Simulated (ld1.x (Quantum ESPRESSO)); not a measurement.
## Transferability test, TM potential for hafnium

| Quantity | Value |
| --- | --- |
| Element | Hf |
| Generator | ld1.x (Quantum ESPRESSO) 7.5 |
| Type | norm-conserving Troullier–Martins (Kleinman–Bylander form) |
| Functional | LDA (PZ) |
| Relativity | scalar-relativistic |
| Frozen core | [Xe] 4f14 |
| Valence charge | 4 |
| Reference configuration | 5d2 6s0 6p0 (charge +2) |
| Partial waves | 6s (bound, empty): rc 2.55 bohr; 5d (bound): rc 1.80 bohr; 6p (bound, empty): rc 3.40 bohr |
| Local potential | the p channel |
| Core correction | none |

Energies are relative to the spin-unpolarised reference configuration 5d2 6s0 6p0; without spin polarisation the order of configurations can differ from experiment. Spin-polarised rows fill each open shell by Hund’s rule, majority spin first.

Q: Give the all-electron excitation energy and the error of the potential for: 5d2 6s2 6p0; 5d2 6s1 6p0; 5d1 6s0 6p0; 5d2 6s0 6p2; 5d2 6s0 6p1; 5d1 6s2 6p0; 5d2.5 6s1.5 6p0; 5d2 6s0 6p0 (spin-polarised); 5d2 6s2 6p0 (spin-polarised).

A:

| valence configuration | charge | ΔE all-electron (eV) | error AE − PS (meV) |
| --- | --- | --- | --- |
| 5d2 6s2 6p0 | 0 | -22.701 | +152 |
| 5d2 6s1 6p0 | +1 | -14.502 | +60 |
| 5d1 6s0 6p0 | +3 | 22.102 | +121 |
| 5d2 6s0 6p2 | 0 | -14.626 | +63 |
| 5d2 6s0 6p1 | +1 | -9.707 | +30 |
| 5d1 6s2 6p0 | +1 | -15.971 | +165 |
| 5d2.5 6s1.5 6p0 | 0 | -21.453 | +103 |
| 5d2 6s0 6p0 (spin-polarised) | +2 | -0.616 | +1040 |
| 5d2 6s2 6p0 (spin-polarised) | 0 | -23.141 | +796 |

Levels in the configuration 5d2 6s0 6p0 (spin-polarised):

```csv
level,all-electron (eV),pseudo (eV)
5d up,-17.532,-18.024
```
